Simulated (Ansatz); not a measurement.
Two structures of SiNH3OF2, closed shell, reached by relaxing down either side of one saddle point (PBE0-D4/def2-TZVP). Energies are electronic, without zero-point energy. Computed with Ansatz 0.2.0 (basis: def2-TZVPP and def2-QZVPP); correlated methods freeze the cores. Extrapolation: Hartree–Fock as exp(−7.88 √X), correlation as X^−2.97. First:

Si1  (-0.493, 0.167, 0.200)
N2  (1.189, 0.078, 0.124)
O3  (-1.211, -0.920, -0.761)
H4  (-0.914, -0.965, -1.671)
F5  (-0.872, 1.660, -0.168)
F6  (-1.125, -0.102, 1.624)
H7  (1.672, -0.790, 0.283)
H8  (1.754, 0.873, 0.370)
(Å)

Second:

Si1  (-0.970, 0.175, 0.129)
N2  (0.881, -0.219, -0.199)
O3  (-1.749, -0.546, -0.951)
H4  (0.880, -0.818, -1.022)
F5  (-0.808, 1.759, 0.200)
F6  (-0.977, -0.251, 1.665)
H7  (1.315, -0.716, 0.574)
H8  (1.427, 0.615, -0.396)
(Å)

Q: Which bonds change from the first to the second?

A: SiNH₃OF₂ ([NH2][Si]([OH])([F])[F]) → SiOF₂ ([O][Si]([F])[F]) + NH₃ (still joined by a long Si–N bond); bonds formed: N2–H4; bonds broken: O3–H4; bonds weakened to dative contacts: Si1–N2.

Q: Give the saddle point's structure and its height above each. (To be estimated.)

A: Computed: 44.98 kcal/mol above the first and 15.78 kcal/mol above the second (CCSD(T) at an estimated basis limit (MP2 extrapolated from triple and quadruple zeta, plus CCSD(T) − MP2 in triple zeta)).
Si1  (-0.806, 0.223, 0.214)
N2  (0.942, -0.179, -0.137)
O3  (-1.205, -0.642, -1.020)
H4  (0.184, -0.712, -0.955)
F5  (-0.973, 1.794, 0.217)
F6  (-1.143, -0.227, 1.689)
H7  (1.444, -0.799, 0.485)
H8  (1.557, 0.542, -0.492)
(Å)

T1 diagnostic: at most 0.013. The end structure is not quite a true minimum (one mode of 79i cm⁻¹).

Labels in which every atom is bracketed show which atoms are joined, not bond orders.

For scale, one of the runs: CCSD(T)/def2-TZVPP, 208 basis functions, launched by `ansatz run in.yaml --threads 4 --pin off --events-out ev --progress --plain --max-ram 9574MiB`. Hardware: 4 CPU threads of an Arm Neoverse V1, shared host. Wall time 76 s; peak host memory 3 GiB.
